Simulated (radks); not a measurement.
The numbers below are computed, except where a source is named.
Neutral antimony inside a hard spherical wall (all orbitals vanish at R), configuration held at [Kr] 4d10 5s2 5p3 and not refilled when levels cross. Level of theory: scalar-relativistic Kohn-Sham, PBEsol, spin-unpolarised, spherical densities, finite nucleus; Fermi nuclear charge, rms radius 4.6802 fm (a radial shooting solver on a logarithmic mesh with Libxc functionals). Eigenvalues in eV, with the zero of energy where the potential of the charges vanishes at infinity; a dash marks a level that is unbound or too diffuse for the functional's potential to be trusted. A positive occupied level is held by the wall or, in an anion where self-interaction has pushed it up, behind a barrier. The pressure on the wall is -dE/dV.

| R (bohr) | E (hartree) | kinetic (hartree) | e(4p) | e(4d) | e(5s) | e(5p) | e(6s, empty) | e(5d, empty) | pressure (GPa) |
|---|---|---|---|---|---|---|---|---|---|
| free | -6478.44628 | 6774.832 | -101.63 | -33.451 | -12.875 | -4.845 | - | - | 0 |
| 20 | -6478.44628 | 6774.832 | -101.63 | -33.451 | -12.875 | -4.845 | - | - | < 0.0001 |
| 10 | -6478.44592 | 6774.836 | -101.60 | -33.418 | -12.848 | -4.818 | 0.347 | 1.861 | 0.00998 |
| 6 | -6478.40489 | 6775.091 | -100.30 | -32.139 | -11.849 | -3.684 | 6.712 | 5.728 | 3.29 |
| 5 | -6478.30136 | 6775.616 | -98.472 | -30.359 | -10.421 | -1.872 | 14.106 | 9.542 | 17.5 |
| 4 | -6477.89417 | 6777.376 | -94.214 | -26.261 | -6.575 | 3.196 | 32.340 | 18.567 | 113 |
| 3 | -6475.96748 | 6784.650 | -83.575 | -16.157 | 6.621 | 20.160 | 85.582 | 44.601 | 1060 |
| 2.5 | -6472.48737 | 6797.140 | -71.455 | -4.395 | 26.625 | 44.641 | 152.88 | 77.762 | 4200 |
| 2 | -6461.76828 | 6834.010 | -46.091 | 21.949 | 80.671 | 107.17 | 303.36 | 153.00 | 22000 |
| 1.5 | -6419.71922 | 6965.534 | 20.842 | 96.719 | 259.81 | 300.17 | 708.43 | 358.92 | 172000 |
